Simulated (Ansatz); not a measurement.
This geometry of BClFH + FH (6 atoms, charge 0, multiplicity 1) is a first-order saddle point.

Level of theory: Ansatz, RKS PBE0-D4/def2-SVP.

```xyz
6
Properties=species:S:1:pos:R:3
B 0.015 -0.203 0.034
Cl 0.004 0.202 2.027
H 1.048 0.165 -0.450
F -1.158 0.073 -0.504
F 0.062 -1.701 0.421
H 0.035 -1.265 1.488
```

Which two structures does it join? (They come from a converged band through this point; their orientation in space is the band's.)

Bonds broken: B1–Cl2, F5–H6. Bonds formed: B1–F5, Cl2–H6. BClFH + FH becomes BF2H + ClH.

Initial state:

```xyz
6
Properties=species:S:1:pos:R:3
B 0.000 0.199 0.113
Cl -0.022 0.578 1.853
H 1.039 0.214 -0.485
F -1.154 0.144 -0.506
F 0.103 -2.030 0.568
H 0.042 -1.834 1.474
```

Final state:

```xyz
6
Properties=species:S:1:pos:R:3
B 0.025 -0.353 -0.468
Cl 0.017 0.037 2.584
H 1.031 0.280 -0.633
F -1.157 0.162 -0.708
F 0.075 -1.625 -0.111
H 0.017 -1.229 2.351
```

How far does it lie above each of them?

34.9 kJ/mol above the first and 97.1 kJ/mol above the second. This is the barrier of this one path; another mechanism may lie lower. The orbitals stay closed-shell, which can raise the energy where a bond breaks towards radicals; this wasn't checked here.

Time of the run: 2.3 min on 2 threads of Arm Neoverse V2, with other jobs on the host, peak memory 0.12 GiB.
